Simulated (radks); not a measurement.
The numbers below are computed, except where a source is named.
Initial-state core-level shifts of neutral rhenium when its valence configuration changes from [Xe] 4f14 5d5 6s2. Level of theory: scalar-relativistic Kohn-Sham, r2SCAN, spin-polarised, spherical densities, finite nucleus; open shells are filled with parallel spins first (spin-orbit coupling, left out, can overturn this in heavy ions); meta-GGA in the generalised Kohn-Sham scheme; Fermi nuclear charge, rms radius 5.3698 fm (a radial shooting solver on a logarithmic mesh with Libxc functionals). Shifts are changes of the shell-averaged eigenvalues in eV (positive: less bound); the change of the density at the nucleus, which sets a Mossbauer isomer shift, is in e/bohr^3, on a base of 1.648e+06.

valence,2s,4s,4p,5s,density at nucleus
4f13 5d5 6s2 6p1,-15.842,-15.899,-15.489,-8.513,+136.0
4f14 5d6 6s1,+2.267,+2.263,+2.267,+2.220,-81.1
4f13.5 5d5 6s2 6p0.5,-7.783,-7.839,-7.641,-4.226,+66.5
4f14 5d5 6s1 6p1,-1.302,-1.309,-1.309,-1.343,-64.7
4f12 5d5 6s2 6p2,-32.759,-32.626,-31.758,-17.239,+284.0
4f12 5d5 6s1 6p3,-33.702,-33.578,-32.710,-18.214,+180.1
4f13 5d6 6s2,-11.407,-11.492,-11.080,-4.241,+104.2
4f14 5d4 6s2 6p1,-4.602,-4.562,-4.565,-4.444,+36.9
4f13.5 5d4 6s2 6p1.5,-12.540,-12.536,-12.339,-8.749,+106.4
